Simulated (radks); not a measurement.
Isoelectronic series with 7 electrons, all held in the configuration [He] 2s2 2p3, which need not be the ground one along the series. Calculated with a radial shooting solver on a logarithmic mesh with Libxc functionals: scalar-relativistic Kohn-Sham, PBE, spin-polarised, spherical densities, finite nucleus; open shells are filled with parallel spins first; Fermi nuclear charge, rms radius of each element as measured or else 0.836 A^(1/3) + 0.57 fm. Total energies (hartree) and orbital eigenvalues (hartree):

ion,E (hartree),2p up,2s down,2s up
N,-54.56778,-0.30498,-0.56240,-0.73046
O+,-74.55520,-0.96878,-1.31144,-1.52778
F2+,-97.81974,-1.89501,-2.32588,-2.58881
Ne3+,-124.35893,-3.07760,-3.59841,-3.90706
Mg5+,-187.26815,-6.20375,-6.90884,-7.30760
Al6+,-223.64550,-8.14566,-8.94531,-9.38876
Si7+,-263.31120,-10.33968,-11.23582,-11.72382
P8+,-306.27108,-12.78572,-13.78058,-14.31305
S9+,-352.53164,-15.48382,-16.57999,-17.15689
Cl10+,-402.09996,-18.43408,-19.63454,-20.25586
Ar11+,-454.98376,-21.63669,-22.94486,-23.61059
K12+,-511.19133,-25.09187,-26.51161,-27.22179
Ca13+,-570.73148,-28.79989,-30.33558,-31.09023
Sc14+,-633.61363,-32.76106,-34.41759,-35.21677
Ti15+,-699.84780,-36.97572,-38.75855,-39.60233
V16+,-769.44460,-41.44423,-43.35943,-44.24789
Cr17+,-842.41510,-46.16701,-48.22128,-49.15448
Mn18+,-918.77106,-51.14447,-53.34518,-54.32323
Fe19+,-998.52489,-56.37709,-58.73231,-59.75530
Co20+,-1081.68946,-61.86533,-64.38390,-65.45194
Ni21+,-1168.27855,-67.60970,-70.30126,-71.41446
Cu22+,-1258.30580,-73.61075,-76.48572,-77.64421
